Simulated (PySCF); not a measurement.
**Bond length, frequency and bond energy of IO by level of theory**

State: ²Π (doublet), unpaired electrons π ↑. Set-up: basis I def2-TZVPP with ECP28, O def2-TZVPP; scalar-relativistic core potentials; PySCF 2.14. De refers to I + O in their high-spin ground configurations, without counterpoise correction. The functionals are run spin-unrestricted. A positive dipole means I(−)O(+). Levels whose curve was spin-contaminated or gave no clean fit are not listed.

```json
{"Level": "UHF-CCSD", "Re (Å)": "1.878", "ωe (cm⁻¹)": "670", "De (eV)": "1.97", "μ (D)": "n/a", "CPU s a point (SCF and correlation, without the integrals)": "n/a"}
{"Level": "UHF-CCSD(T)", "Re (Å)": "1.882", "ωe (cm⁻¹)": "666", "De (eV)": "2.23", "μ (D)": "n/a", "CPU s a point (SCF and correlation, without the integrals)": "91"}
{"Level": "PBE", "Re (Å)": "1.888", "ωe (cm⁻¹)": "683", "De (eV)": "3.18", "μ (D)": "-2.50", "CPU s a point (SCF and correlation, without the integrals)": "1.3"}
{"Level": "r²SCAN", "Re (Å)": "1.878", "ωe (cm⁻¹)": "688", "De (eV)": "2.70", "μ (D)": "-2.35", "CPU s a point (SCF and correlation, without the integrals)": "1.9"}
{"Level": "M06-L", "Re (Å)": "1.870", "ωe (cm⁻¹)": "697", "De (eV)": "2.78", "μ (D)": "-2.52", "CPU s a point (SCF and correlation, without the integrals)": "1.9"}
{"Level": "TPSSh", "Re (Å)": "1.882", "ωe (cm⁻¹)": "682", "De (eV)": "2.59", "μ (D)": "-2.32", "CPU s a point (SCF and correlation, without the integrals)": "2.4"}
{"Level": "PBE0", "Re (Å)": "1.867", "ωe (cm⁻¹)": "697", "De (eV)": "2.49", "μ (D)": "-2.36", "CPU s a point (SCF and correlation, without the integrals)": "2.1"}
{"Level": "r²SCAN0", "Re (Å)": "1.868", "ωe (cm⁻¹)": "684", "De (eV)": "2.17", "μ (D)": "-2.21", "CPU s a point (SCF and correlation, without the integrals)": "2.3"}
{"Level": "B97-3", "Re (Å)": "1.869", "ωe (cm⁻¹)": "696", "De (eV)": "2.48", "μ (D)": "-2.45", "CPU s a point (SCF and correlation, without the integrals)": "1.3"}
{"Level": "HSE06", "Re (Å)": "1.871", "ωe (cm⁻¹)": "691", "De (eV)": "2.50", "μ (D)": "-2.37", "CPU s a point (SCF and correlation, without the integrals)": "2.1"}
```

The bond length runs from 1.867 Å (PBE0) to 1.888 Å (PBE). De spans 1.97 eV (UHF-CCSD, coupled cluster) to 3.18 eV (PBE, GGA).

Correlated steps freeze 5 core orbitals. These are scalar-relativistic numbers at best; spin–orbit coupling would shift them, the dissociation energy most. The CCSD T1 diagnostic is raised, a sign that a single reference may not be enough here. The state was picked by a PBE0 search and need not be the measured ground state.

The whole job (state search and all levels along the bond) took about 16 min on 1 thread of Arm Neoverse V2 (shared host), peak memory 1.8 GiB.
